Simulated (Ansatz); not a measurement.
Geometry optimisation, Ansatz, RKS r2SCAN-D4/def2-SVP.

Input file:

```yaml
crystal:
  periodic: [false, false, false]
  atoms:
    - { symbol: Zn, position_ang: [0.0, 0.0, 0.0] }
    - { symbol: O, position_ang: [0.0, 0.0, 1.79] }
    - { symbol: H, position_ang: [-0.9095, -0.2814, 2.1271] }
    - { symbol: C, position_ang: [0.0, 0.0, -1.98] }
    - { symbol: H, position_ang: [0.2799, -1.0082, -2.3505] }
    - { symbol: H, position_ang: [-1.0131, 0.2617, -2.3505] }
    - { symbol: H, position_ang: [0.7332, 0.7465, -2.3505] }
basis:
  gaussian: { orbitals: def2-SVP }
hamiltonian:
  xc: r2scan
  dispersion: d4
relax:
  f_tol: 0.02
  max_steps: 40
```

Command:

```bash
$ ansatz run input.yaml --threads 2 --pin off --max-ram 3072MiB --backend cpu --events-out ev --progress --plain --runs-dir out
```

Where does it end, and by what steps?

It converged. After 5 steps the energy has fallen by 0.092 eV; H3 moved furthest, 0.10 Å.

| step | energy less start (eV) | largest force component (eV/Å) | accepted |
| --- | --- | --- | --- |
| 0 | 0.0000 | 1.739 | yes |
| 1 | -0.0733 | 0.590 | yes |
| 2 | -0.0879 | 0.186 | yes |
| 3 | -0.0891 | 0.229 | yes |
| 4 | -0.0916 | 0.188 | yes |
| 5 | -0.0922 | 0.016 | yes |

```xyz
7
Properties=species:S:1:pos:R:3
Zn -0.087 -0.027 -0.037
O -0.024 -0.006 1.732
H -0.835 -0.258 2.189
C -0.006 -0.004 -1.950
H 0.289 -0.986 -2.353
H -0.979 0.262 -2.395
H 0.732 0.737 -2.299
```

Whether the end is a true minimum wasn't checked by a vibrational analysis.

The run took 14 s on 2 threads of Arm Neoverse V2 (shared host), peak memory 0.16 GiB.
